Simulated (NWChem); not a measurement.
Species: N-methylmethanimine (C$_{2}$H$_{5}$N); SMILES N(C)=C

All runs: NWChem. Pople sets run with spherical d functions. STO-3G and 3-21G are far too small for this property and stand as cheap habits. All runs use the structure optimised with PBE0/def2-SVP. B3LYP is NWChem's, with the RPA form of VWN correlation. Field at 589 nm.

Order these by “isotropic polarisability (bohr³)”, lowest first: B3LYP/STO-3G; B3LYP/def2-SVPD; B3LYP/6-31G*.

B3LYP/STO-3G (15.2), B3LYP/6-31G* (29.3), B3LYP/def2-SVPD (36.9)
